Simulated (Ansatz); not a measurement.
Mulliken charges of `NB(O)C=O` from ωB97M-V/def2-TZVPP in Ansatz (PBE0-D4/def2-TZVP geometry).

| atom | x (Å) | y (Å) | z (Å) | charge (e) |
| --- | --- | --- | --- | --- |
| N1 | 0.858 | 0.125 | -0.929 | -0.239 |
| B2 | -0.002 | -0.310 | 0.077 | 0.219 |
| O3 | -0.163 | -1.590 | 0.527 | -0.303 |
| C4 | -0.901 | 0.816 | 0.785 | 0.094 |
| O5 | -0.839 | 1.981 | 0.462 | -0.294 |
| H6 | 1.485 | -0.442 | -1.471 | 0.116 |
| H7 | 0.871 | 1.107 | -1.158 | 0.152 |
| H8 | 0.382 | -2.248 | 0.092 | 0.174 |
| H9 | -1.603 | 0.516 | 1.598 | 0.082 |

Q: By hand: the dipole of these point charges (1 e Å = 4.8032 D).

A: Σ q r = (0.246, -0.354, -0.182) e Å, of length 0.468 e Å = 2.25 D.

Q: How does the dipole of the full density compare? (Estimate.)

A: Computed: (0.428, -0.539, -0.336) e Å, 3.68 D; the point charges give 0.61 times that, at 5° from its direction.

Point charges leave out the atoms' own dipoles, such as those of lone pairs, and Mulliken's split depends on the basis, so the two needn't agree.
